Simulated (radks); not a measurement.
Q: Valence configurations of the platinum ion Pt+ (all share [Xe]). Calculated with a radial shooting solver on a logarithmic mesh with Libxc functionals: scalar-relativistic Kohn-Sham, PBE, spin-unpolarised, spherical densities, finite nucleus; Fermi nuclear charge, rms radius 5.427 fm. Order these by energy: 4f12 5d9 6p2; 4f12 5d8 6s1 6p2; 4f14 5d9; 4f14 5d8.5 6p0.5; 4f13.5 5d9 6p0.5; 4f14 5d7 6p2; 4f13.5 5d9.5; 4f14 5d8 6p1; 4f13 5d9 6p1; 4f14 5d8 6s1.

A: From the lowest, in eV above it: 4f14 5d9 0.000; 4f14 5d8 6s1 1.982; 4f14 5d8.5 6p0.5 4.092; 4f14 5d8 6p1 8.763; 4f14 5d7 6p2 19.892; 4f13.5 5d9.5 33.236; 4f13.5 5d9 6p0.5 37.603; 4f13 5d9 6p1 78.859; 4f12 5d9 6p2 172.83; 4f12 5d8 6s1 6p2 180.81. NIST lists [Xe] 4f14 5d9 as the ground configuration; this level of theory agrees among the configurations tried. The energies are those of spherical spin-averaged densities, not of single terms.
